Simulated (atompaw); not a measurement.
An all-electron radial function and its pseudo partner (Al (Z = 13))

Columns: radius, all-electron u(r) and pseudo u(r) of the 3s shell (level -14.81 eV) of aluminium in the configuration [Ne] 3s2 3p0; PBE, scalar-relativistic, PAW (atompaw) scheme, atompaw 4.2.0.5.

```json
{"r (bohr)": "0.075", "all-electron": "0.1594", "pseudo": "0.0281"}
{"r (bohr)": "0.150", "all-electron": "0.0260", "pseudo": "0.0563"}
{"r (bohr)": "0.225", "all-electron": "-0.1378", "pseudo": "0.0849"}
{"r (bohr)": "0.300", "all-electron": "-0.2546", "pseudo": "0.1141"}
{"r (bohr)": "0.375", "all-electron": "-0.3110", "pseudo": "0.1438"}
{"r (bohr)": "0.450", "all-electron": "-0.3150", "pseudo": "0.1743"}
{"r (bohr)": "0.525", "all-electron": "-0.2801", "pseudo": "0.2056"}
{"r (bohr)": "0.600", "all-electron": "-0.2188", "pseudo": "0.2377"}
{"r (bohr)": "0.675", "all-electron": "-0.1414", "pseudo": "0.2705"}
{"r (bohr)": "0.750", "all-electron": "-0.0556", "pseudo": "0.3040"}
{"r (bohr)": "0.825", "all-electron": "0.0330", "pseudo": "0.3380"}
{"r (bohr)": "0.900", "all-electron": "0.1203", "pseudo": "0.3723"}
{"r (bohr)": "0.975", "all-electron": "0.2038", "pseudo": "0.4066"}
{"r (bohr)": "1.050", "all-electron": "0.2818", "pseudo": "0.4407"}
{"r (bohr)": "1.125", "all-electron": "0.3532", "pseudo": "0.4743"}
{"r (bohr)": "1.200", "all-electron": "0.4175", "pseudo": "0.5069"}
{"r (bohr)": "1.275", "all-electron": "0.4745", "pseudo": "0.5383"}
{"r (bohr)": "1.350", "all-electron": "0.5243", "pseudo": "0.5680"}
{"r (bohr)": "1.425", "all-electron": "0.5671", "pseudo": "0.5957"}
{"r (bohr)": "1.500", "all-electron": "0.6034", "pseudo": "0.6210"}
{"r (bohr)": "1.575", "all-electron": "0.6336", "pseudo": "0.6435"}
{"r (bohr)": "1.650", "all-electron": "0.6581", "pseudo": "0.6631"}
{"r (bohr)": "1.725", "all-electron": "0.6772", "pseudo": "0.6793"}
{"r (bohr)": "1.800", "all-electron": "0.6914", "pseudo": "0.6920"}
{"r (bohr)": "1.875", "all-electron": "0.7009", "pseudo": "0.7010"}
{"r (bohr)": "1.950", "all-electron": "0.7061", "pseudo": "0.7061"}
```

(1) How many radial nodes do the two functions have?

(2) Is the pseudo-wave norm-conserving?

Answers

(1) The all-electron 3s function has n − l − 1 = 2; the pseudo-wave has 0, since the states of the same l below it are removed with the core.

(2) No, it belongs to a PAW set: the norm inside the radius is not constrained, and the difference is carried by the augmentation charge.
